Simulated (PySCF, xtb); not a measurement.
H5NSi, SMILES [SiH3]N.

GFN2-xTB (xtb) at its own geometry gives an orbital gap of 5.90 eV and a dipole moment of 1.27 D.

Geometry optimised at ωB97X-D3(BJ)/def2-TZVP.

Q: What does ωB97X/def2-TZVPD (PySCF) give? (Estimate from the structure and the level; the computed values follow.)

A: gap 11.72 eV (levels -9.89 and 1.83 eV), dipole 1.25 D.
